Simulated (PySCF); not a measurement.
# Electronic absorption of C3H7NSSi2

Compound: C3H7NSSi2.
Geometry (GFN2-xTB, Å), atoms numbered from 1 in this order:
```xyz
14
C3H7NSSi2 angstrom
N     -1.4930    1.8479    2.0663
C     -1.0022    1.2014    1.2535
C     -0.4011    0.3999    0.2674
Si    -1.6453   -0.2445   -1.0239
C      0.9775    0.9227   -0.2258
Si     1.1162   -0.5688    0.8992
S      1.5105   -2.4678   -0.0080
H     -2.6773   -0.9953   -0.3148
H     -2.1982    0.9084   -1.7347
H     -0.8917   -1.0909   -1.9486
H      1.1435    0.8288   -1.2915
H      1.2518    1.9047    0.1369
H      1.5554   -0.4652    2.2725
H      2.7531   -2.1818   -0.3710
```

Method: TDDFT CAM-B3LYP/def2-SVPD, vertical, gas phase, core orbitals frozen in the response in PySCF.

Task: Predict the UV-vis stick spectrum at this level.

Result: 

```
state  E (eV)  ν̃ (cm⁻¹)       f  |μ| (D)   main configurations (H = HOMO, L = LUMO)
   S1    5.89      47470   0.025     1.07                     H-1→L (52%), H→L (39%)
   S2    6.05      48820   0.068     1.72       H→L (44%), H-1→L (26%), H-1→L+1 (9%)
   S3    6.27      50600   0.126     2.30                   H→L+1 (55%), H→L+2 (20%)
   S4    6.37      51340   0.036     1.22               H-1→L+1 (44%), H-1→L+2 (17%)
   S5    6.46      52090   0.025     1.02      H→L+2 (30%), H→L+1 (18%), H→L+3 (11%)
   S6    6.53      52650  0.0070     0.53  H-1→L+2 (25%), H-1→L+1 (25%), H→L+3 (10%)
   S7    6.88      55470   0.015     0.76                   H-2→L (63%), H→L+3 (14%)
   S8    6.93      55870   0.011     0.66                   H→L+3 (44%), H→L+2 (27%)
```

Triplets (Tamm–Dancoff): T1 4.79 eV, H→L (78%), H→L+1 (10%); T2 5.52 eV, H-1→L (64%), H→L+1 (11%); T3 5.61 eV, H→L+1 (36%), H-1→L (16%), H-1→L+1 (12%).

The lowest singlet comes at 211 nm (568 kJ/mol) in the ultraviolet; it is weak; its leading configuration is HOMO-1→LUMO (52%). The strongest level in the table is S3 at 6.27 eV (198 nm, f = 0.126). Löwdin shares by element: HOMO carbon 38% or more, silicon 21% or more, nitrogen 14% (atoms not listed hold the other 27%); LUMO silicon 30% or more, sulfur 23%, carbon 11% or more, hydrogen 10% or more (atoms not listed hold the other 25%). The oscillator strengths of these states sum to 0.314; summed over the whole spectrum of an exact calculation they would give the number of electrons, 76 (Thomas–Reiche–Kuhn). Weighted by f, the mean energy of these states is 6.28 eV. Orbital energies (eV): HOMO-3 -10.92, HOMO-2 -10.07, HOMO-1 -9.32, HOMO -8.80, LUMO 0.07, LUMO+1 0.33, LUMO+2 0.82. Singlets were solved by full linear response, triplets in the Tamm–Dancoff approximation.

Hardware: an Arm Neoverse N1 with one thread, on a shared host. Cost: 83 s wall, 0.97 GiB resident at most.

One conformer stands for the species.
